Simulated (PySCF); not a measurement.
CH₉N₃Ti, SMILES [CH3][Ti]([NH2])([NH2])[NH2], multiplicity 1.

Geometry: PBE0-D3(BJ)/def2-SVP. The multiplicity is an assumed one; other spin states were not compared. One conformer was computed; it need not be the lowest.

Level of theory: PBE/def2-TZVP run with PySCF.

| Item | Value |
|---|---|
| total energy | -1056.95447 hartree |
| point group | C3 |
| highest occupied level | -5.53 eV |
| lowest empty level | -1.75 eV |
| orbital gap | 3.78 eV |
| dipole moment | 1.24 D |
| quadrupole, principal values (traceless, Buckingham form, about the centre of nuclear charge) | -10.26, 5.13, 5.13 D·Å |
| mean static polarisability | 80.2 bohr³ (11.89 Å³) |
| polarisability, principal values | 79.1, 79.1, 82.5 bohr³ |
